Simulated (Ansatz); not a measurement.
Basis-set extrapolation for CH6NOSi (`CO[SiH]N`) radical (PBE0-D4/def2-TZVP geometry, frozen core, Ansatz). Multiplicity 2, UHF reference.

|  | def2-TZVPP | def2-QZVPP |
| --- | --- | --- |
| HF | -459.714984 | -459.733491 |
| MP2 correlation | -0.727764 | -0.782019 |
| CCSD(T) correlation | -0.790450 | not run |

Energies in hartree. Use E(X) = E(∞) + A·exp(−7.88·√X) for Hartree–Fock and E(X) = E(∞) + B·X^(−2.97) for correlation, with X = 3 and 4, and add CCSD(T) minus MP2 of the smaller set to the MP2 limit.

Task: What is the CCSD(T) energy at the basis-set limit?

Result: HF limit: -459.733491 + (-0.018507) × 0.13774 = -459.73604. MP2 limit: -0.782019 + (-0.054255) × 0.74074 = -0.82221. Higher-order term: -0.790450 − (-0.727764) = -0.06269. Total: -460.62094 hartree, 303.3 kJ/mol below CCSD(T)/def2-TZVPP.
